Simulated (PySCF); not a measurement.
# Reading the logs of faulty runs: AlB2CH6

Calculated results; nothing here was measured. The program is PySCF 2.14.0, an open-source quantum chemistry code, run on an isolated molecule that a program drew, which may never have been made. The molecule is AlB2CH6 (charge 0, doublet), drawn as the SMILES string `B[CH2][Al][BH2]`.

Each row is a Hartree-Fock (HF) and frozen-core CCSD(T) single point in the cc-pV(D+d)Z basis, meant for a local HF minimum. Run 1 is clean. Each other run has one planted mistake out of seven kinds, and not every kind appears here: one electron removed, one electron added, multiplicity raised by two, geometry at a saddle point, minimal basis STO-3G, one bond length entered in bohr, all coordinates scaled. The reference is restricted for singlets and unrestricted otherwise, and also for a bond in bohr. Adding or removing an electron swaps singlet and doublet. Electrons count all cores. HOMO and LUMO are orbital energies over both spins, the gradient is its largest component, and the lowest frequency (negative if imaginary) is given only where the gradient is small. Bond lengths are over the 9 bonds as drawn. T1 is the CCSD diagnostic: over 0.02 (restricted) or 0.045 (unrestricted) a single reference is doubtful.

Geometry of the clean run:
```xyz
10
AlB2CH6, angstrom
B    -0.7435   -0.2767    1.1255
C     0.4792   -1.0681    0.6398
Al    1.7068    0.3011   -0.1762
B     1.4976    2.4088   -0.3922
H    -0.7635    0.2177    2.2244
H    -1.6728   -0.0609    0.3890
H     0.3039   -1.7794   -0.1744
H     1.0922   -1.5378    1.4166
H     1.0575    2.8909   -1.4029
H     1.9604    3.1673    0.4191
```

| run | electrons | basis functions | <S^2> | HOMO (eV) | LUMO (eV) | gradient (hartree/bohr) | lowest frequency (cm^-1) | mean bond (Å) | longest bond (Å) | T1 | HF (hartree) | CCSD(T) (hartree) | mistake |
|---|---|---|---|---|---|---|---|---|---|---|---|---|---|
| 1 | 35 | 95 | 0.805 | -7.60 | 0.76 | 2.1e-06 | 31 | 1.4093 | 2.129 | 0.0249 | -332.57875 | -333.00606 | no fault |
| 2 | 34 | 95 | 0.000 | -15.63 | -6.09 | 4.3e-02 | - | 1.4093 | 2.129 | 0.0136 | -332.32784 | -332.74208 | one electron removed |
| 3 | 35 | 95 | 0.801 | -7.70 | 0.59 | 4.2e-02 | - | 1.5432 | 2.331 | 0.0234 | -332.52414 | -332.96123 | ? |
| 4 | 35 | 30 | 0.787 | -4.31 | 6.40 | 2.5e-02 | - | 1.4093 | 2.129 | 0.0232 | -328.56689 | -328.76470 | ? |

**Which mistake was planted in run 3, and what did it cost?**

The mean and the longest bond both change by the same factor, 1.095, and the gradient is no longer small. So the mistake is: all coordinates scaled. Subtracting run 1 and multiplying by 627.51 kcal/mol a hartree, the energy moved by 34.3 kcal/mol in HF and 28.1 kcal/mol in CCSD(T).

**Which mistake was planted in run 4, and what did it cost?**

It has 30 basis functions where the clean run has 95, with the same electrons and geometry. So the mistake is: minimal basis STO-3G. Subtracting run 1 and multiplying by 627.51 kcal/mol a hartree, the energy moved by 2517.5 kcal/mol in HF and 2661.5 kcal/mol in CCSD(T).

